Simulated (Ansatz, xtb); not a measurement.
# Two isomers of C5H7Cl3

Structure I is `Cl[C@@H]1C[C@@H](Cl)[C@@H](Cl)C1`, a singlet and structure II is `Cl[C@H]1[C@H](Cl)CC[C@@H]1Cl`, a singlet. Both are isolated molecules in the gas phase, relaxed with r2SCAN-D4/def2-SVP; the shapes shown needn't be the lowest conformers.

I (Å):

| atom | x (Å) | y (Å) | z (Å) |
| --- | --- | --- | --- |
| C | 1.4400 | 0.4222 | 0.1299 |
| C | 0.3450 | 0.2222 | -0.9200 |
| C | -0.8175 | 1.0027 | -0.3207 |
| C | -0.7994 | 0.5867 | 1.1523 |
| C | 0.7011 | 0.5991 | 1.4826 |
| Cl | 2.4013 | 1.9231 | -0.2589 |
| Cl | -2.3730 | 0.7799 | -1.1631 |
| Cl | -1.4808 | -1.0799 | 1.3651 |
| H | 2.1783 | -0.3896 | 0.1412 |
| H | 0.6374 | 0.5587 | -1.9231 |
| H | 0.0673 | -0.8442 | -0.9654 |
| H | -0.5928 | 2.0826 | -0.3562 |
| H | -1.4062 | 1.2396 | 1.7931 |
| H | 0.9545 | -0.1932 | 2.2005 |
| H | 0.9792 | 1.5604 | 1.9392 |

II (Å):

```xyz
15

C     0.7980   -0.4599   -0.4572
C     0.0577    0.8255   -0.8274
C    -1.1955    0.7735    0.0370
C    -0.6803    0.2559    1.3875
C     0.4854   -0.6960    1.0389
Cl    0.0688   -1.8108   -1.4362
Cl    1.0984    2.2338   -0.3418
Cl    1.9452   -0.3864    2.0601
H     1.8694   -0.4488   -0.6895
H    -0.1175    0.9267   -1.9061
H    -1.7056    1.7452    0.1029
H    -1.8886    0.0511   -0.4262
H    -1.4560   -0.2462    1.9837
H    -0.2869    1.0929    1.9821
H     0.2412   -1.7523    1.2048
```

Quicker runs give these differences E(II) − E(I): GFN2-xTB −0.86 kcal/mol; HF/STO-3G −0.08 kcal/mol (at GFN2-xTB geometries); r2SCAN-D4/def2-SVP//GFN2-xTB −0.56 kcal/mol.

Task: Estimate E(II) − E(I) at the level CCSD(T)/def2-SVP + ΔMP2/def2-TZVPP.

Result: Too close to call at this level: CCSD(T)/def2-SVP + ΔMP2/def2-TZVPP gives E(II) − E(I) = −0.64 kcal/mol.

The same difference at several levels:

| level | geometry | E(II) − E(I) (kcal/mol) | departure from the last row (kcal/mol) | job, with rough time for the two |
| --- | --- | --- | --- | --- |
| GFN2-xTB | GFN2-xTB | −0.86 | −0.22 | optimisation, 0.23 s |
| HF/STO-3G | GFN2-xTB | −0.08 | +0.57 | single point, 0.48 s |
| r2SCAN-D4/def2-SVP//GFN2-xTB | GFN2-xTB | −0.56 | +0.08 | single point, 4.2 s |
| r2SCAN-D4/def2-SVP | r2SCAN-D4/def2-SVP | −0.43 | +0.22 | optimisation, 30 s |
| HF/def2-SVP | r2SCAN-D4/def2-SVP | −0.09 | +0.56 | part of the CCSD(T) run |
| MP2/def2-SVP | r2SCAN-D4/def2-SVP | −0.46 | +0.18 | part of the CCSD(T) run |
| CCSD(T)/def2-SVP | r2SCAN-D4/def2-SVP | −0.56 | +0.09 | single point |
| CCSD(T)/def2-SVP + ΔMP2/def2-TZVPP | r2SCAN-D4/def2-SVP | −0.64 |  | single point, 91 s |

As drawn, both hold the same kinds of bond in the same numbers.

The largest departure from CCSD(T)/def2-SVP + ΔMP2/def2-TZVPP is that of HF/STO-3G, 0.57 kcal/mol. The last row adds to CCSD(T) the change of the MP2 difference between the two basis sets, here −0.09 kcal/mol.

With thermal terms from frequencies at re-optimised GFN2-xTB minima (ideal gas, soft modes damped towards free rotors, one conformer each, 298.15 K, 1 atm): the zero-point term adds +0.07 kcal/mol; ΔH is −0.54 and ΔG −0.51 kcal/mol.

The correlated steps freeze 20 core orbitals. Codes used: Ansatz 0.2.0, xtb 6.7.1; the last row on 4 threads of Arm Neoverse V2 on a shared host.
